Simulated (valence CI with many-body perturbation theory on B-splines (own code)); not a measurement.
**E1 transitions of Pt LXXII**

Computed by relativistic CI+MBPT: five valence electrons over a frozen Dirac-Fock core [He], radial functions for each j: 9 s, 9 p, 8 d, 6 f, 3 g, 1 h, with the one-electron correlation potential Σ1, the two-electron term Σ2, the three-electron term Σ3, Breit, model QED; selected CI, second order for the rest (own B-spline code, finite nucleus).

No measured spectrum was set against this ion. As an estimate, large intervals hold to a few tenths of a per cent, small ones and those within an open d or f shell to about a per cent. Among the levels kept, up to 1200 cm⁻¹ of a level comes from second order outside the variational space, and about a tenth of that is noise between levels of different J, which matters for small intervals.

Lines 201 to 250 of 262 in falling wavelength, among levels below 103570 × 10³ cm⁻¹, chosen from the strongest by gf and those to the six lowest levels. Wavelengths and rates use the calculated energies. Electric multipoles are in the length gauge, E1 and E2 with the static RPA response of the core. Weak lines are less certain than strong ones. Lines between different terms over intervals too small for the method are left out, as are lines whose strength nearly cancels. The highest levels of a list are the least certain.

Levels are named by their leading jj configuration (3d3/2^4 stands for four electrons in 3d with j = 3/2), which in mixed levels can hold well under half, so a name can repeat and another be missing. Letters in brackets count levels of one name in rising energy.

```
λ vac (Å)                               Upper                       Lower   A (s⁻¹)  log gf  Branch %
    1.172  (2s^2 2p1/2 2p3/2 3d3/2) J=3/2 [b]  (2s^2 2p1/2 2p3/2^2) J=5/2  2.63e+14   -0.67      11.0
    1.170  (2s^2 2p1/2 2p3/2 3d3/2) J=5/2 [b]  (2s^2 2p1/2 2p3/2^2) J=3/2  4.52e+13   -1.25       2.0
    1.169  (2s^2 2p1/2 2p3/2 3d3/2) J=3/2 [b]  (2s^2 2p1/2 2p3/2^2) J=3/2  8.85e+12   -2.14       0.4
    1.168  (2s 2p1/2^2 2p3/2 3d3/2) J=3/2 [b]  (2s 2p1/2^2 2p3/2^2) J=5/2  9.02e+13   -1.13      42.8
    1.168  (2s^2 2p1/2 2p3/2 3d3/2) J=1/2 [b]  (2s^2 2p1/2 2p3/2^2) J=3/2  1.71e+14   -1.16       6.8
    1.168  (2s 2p1/2^2 2p3/2 3d3/2) J=5/2 [b]  (2s 2p1/2^2 2p3/2^2) J=5/2  4.80e+13   -1.23      42.8
    1.166  (2s^2 2p1/2 2p3/2 3d5/2) J=3/2 [a]  (2s^2 2p1/2 2p3/2^2) J=1/2  9.14e+13   -1.13       6.5
    1.162  (2s^2 2p1/2 2p3/2 3d5/2) J=3/2 [b]  (2s^2 2p1/2 2p3/2^2) J=1/2  1.74e+15    0.15      88.5
    1.162  (2s^2 2p1/2 2p3/2 3d5/2) J=7/2 [a]  (2s^2 2p1/2 2p3/2^2) J=5/2  4.04e+13   -1.18      99.0
    1.162      (2s^2 2p1/2 2p3/2 3d5/2) J=1/2  (2s^2 2p1/2 2p3/2^2) J=1/2  1.90e+15   -0.12      91.9
    1.162      (2s 2p1/2^2 2p3/2 3d5/2) J=5/2  (2s 2p1/2^2 2p3/2^2) J=5/2  1.37e+15    0.22      86.5
    1.161      (2s 2p1/2^2 2p3/2 3d5/2) J=7/2  (2s 2p1/2^2 2p3/2^2) J=5/2  2.49e+15    0.61      99.7
    1.160  (2s^2 2p1/2 2p3/2 3d5/2) J=3/2 [a]  (2s^2 2p1/2 2p3/2^2) J=5/2  8.30e+13   -1.17       5.9
    1.160          (2s^2 2p1/2^2 3d5/2) J=5/2  (2s^2 2p1/2^2 2p3/2) J=3/2  1.81e+15    0.34     100.0
    1.160  (2s^2 2p1/2 2p3/2 3d5/2) J=5/2 [a]  (2s^2 2p1/2 2p3/2^2) J=5/2  5.31e+14   -0.19      29.5
    1.158  (2s^2 2p1/2 2p3/2 3d5/2) J=5/2 [b]  (2s^2 2p1/2 2p3/2^2) J=5/2  9.32e+14    0.05      35.6
    1.158  (2s^2 2p1/2 2p3/2 3d5/2) J=3/2 [a]  (2s^2 2p1/2 2p3/2^2) J=3/2  1.22e+15   -0.01      87.0
    1.157  (2s^2 2p1/2 2p3/2 3d5/2) J=5/2 [a]  (2s^2 2p1/2 2p3/2^2) J=3/2  1.26e+15    0.18      69.9
    1.157  (2s^2 2p1/2 2p3/2 3d5/2) J=7/2 [b]  (2s^2 2p1/2 2p3/2^2) J=5/2  2.93e+15    0.67     100.0
    1.157  (2s 2p1/2^2 2p3/2 3p3/2) J=3/2 [a]  (2s^2 2p1/2 2p3/2^2) J=1/2  8.80e+12   -2.15       2.2
    1.156  (2s^2 2p1/2 2p3/2 3d5/2) J=3/2 [b]  (2s^2 2p1/2 2p3/2^2) J=5/2  2.12e+14   -0.77      10.7
    1.156  (2s^2 2p1/2 2p3/2 3d5/2) J=5/2 [b]  (2s^2 2p1/2 2p3/2^2) J=3/2  1.68e+15    0.30      64.0
    1.154  (2s 2p1/2^2 2p3/2 3p3/2) J=1/2 [a]  (2s^2 2p1/2 2p3/2^2) J=1/2  2.76e+11   -3.96       0.0
    1.154  (2s^2 2p1/2 2p3/2 3d5/2) J=3/2 [b]  (2s^2 2p1/2 2p3/2^2) J=3/2  1.25e+13   -2.00       0.6
    1.153      (2s^2 2p1/2 2p3/2 3d5/2) J=1/2  (2s^2 2p1/2 2p3/2^2) J=3/2  1.66e+14   -1.18       8.0
    1.152      (2s 2p1/2^2 2p3/2 3p3/2) J=7/2  (2s^2 2p1/2 2p3/2^2) J=5/2  1.71e+13   -1.57      81.5
    1.151  (2s 2p1/2^2 2p3/2 3p3/2) J=3/2 [a]  (2s^2 2p1/2 2p3/2^2) J=5/2  2.86e+12   -2.64       0.7
    1.148  (2s 2p1/2^2 2p3/2 3p3/2) J=5/2 [a]  (2s^2 2p1/2 2p3/2^2) J=5/2  6.72e+12   -2.10       1.8
    1.148  (2s 2p1/2^2 2p3/2 3p3/2) J=3/2 [a]  (2s^2 2p1/2 2p3/2^2) J=3/2  1.01e+13   -2.10       2.5
    1.146  (2s 2p1/2^2 2p3/2 3p3/2) J=5/2 [a]  (2s^2 2p1/2 2p3/2^2) J=3/2  2.43e+13   -1.54       6.5
    1.145  (2s 2p1/2^2 2p3/2 3p3/2) J=3/2 [b]  (2s^2 2p1/2 2p3/2^2) J=1/2  1.85e+12   -2.84       0.7
    1.144  (2s 2p1/2^2 2p3/2 3p3/2) J=1/2 [b]  (2s^2 2p1/2 2p3/2^2) J=1/2  1.34e+13   -2.28      31.1
    1.141  (2s 2p1/2^2 2p3/2 3p3/2) J=5/2 [b]  (2s^2 2p1/2 2p3/2^2) J=5/2  1.87e+12   -2.66       0.6
    1.139  (2s 2p1/2^2 2p3/2 3p3/2) J=3/2 [b]  (2s^2 2p1/2 2p3/2^2) J=5/2  7.54e+11   -3.23       0.3
    1.138  (2s 2p1/2^2 2p3/2 3p3/2) J=5/2 [b]  (2s^2 2p1/2 2p3/2^2) J=3/2  9.58e+12   -1.95       3.1
    1.136  (2s 2p1/2^2 2p3/2 3p3/2) J=3/2 [b]  (2s^2 2p1/2 2p3/2^2) J=3/2  3.67e+12   -2.55       1.4
    1.136  (2s 2p1/2^2 2p3/2 3p3/2) J=1/2 [b]  (2s^2 2p1/2 2p3/2^2) J=3/2  1.92e+12   -3.13       4.5
    1.070     (2s^2 2p1/2 2p3/2 3s) J=3/2 [a]  (2s^2 2p1/2^2 2p3/2) J=3/2  3.35e+13   -1.64      17.8
    1.069         (2s^2 2p1/2 2p3/2 3s) J=1/2  (2s^2 2p1/2^2 2p3/2) J=3/2  5.95e+13   -1.69      14.5
    1.068         (2s^2 2p1/2 2p3/2 3s) J=5/2  (2s^2 2p1/2^2 2p3/2) J=3/2  5.88e+13   -1.22      28.1
    1.068     (2s^2 2p1/2 2p3/2 3s) J=3/2 [b]  (2s^2 2p1/2^2 2p3/2) J=3/2  3.54e+13   -1.62       9.1
    1.029  (2s 2p1/2^2 2p3/2 3p1/2) J=3/2 [a]  (2s^2 2p1/2^2 2p3/2) J=3/2  2.51e+14   -0.80      98.7
    1.029      (2s 2p1/2^2 2p3/2 3p1/2) J=5/2  (2s^2 2p1/2^2 2p3/2) J=3/2  6.47e+14   -0.21      99.5
    1.022      (2s 2p1/2^2 2p3/2 3p1/2) J=1/2  (2s^2 2p1/2^2 2p3/2) J=3/2  6.64e+14   -0.68      96.5
    1.021  (2s 2p1/2^2 2p3/2 3p1/2) J=3/2 [b]  (2s^2 2p1/2^2 2p3/2) J=3/2  4.34e+14   -0.57      94.4
    1.005  (2s^2 2p1/2 2p3/2 3d3/2) J=3/2 [a]  (2s^2 2p1/2^2 2p3/2) J=3/2  3.07e+14   -0.73      48.9
    1.005  (2s^2 2p1/2 2p3/2 3d3/2) J=5/2 [a]  (2s^2 2p1/2^2 2p3/2) J=3/2  8.07e+13   -1.13      34.6
    1.004  (2s^2 2p1/2 2p3/2 3d3/2) J=1/2 [a]  (2s^2 2p1/2^2 2p3/2) J=3/2  6.02e+13   -1.74      17.6
    1.002  (2s^2 2p1/2 2p3/2 3d3/2) J=5/2 [b]  (2s^2 2p1/2^2 2p3/2) J=3/2  2.24e+15    0.31      96.7
    1.001  (2s^2 2p1/2 2p3/2 3d3/2) J=3/2 [b]  (2s^2 2p1/2^2 2p3/2) J=3/2  2.00e+15    0.08      84.1
```
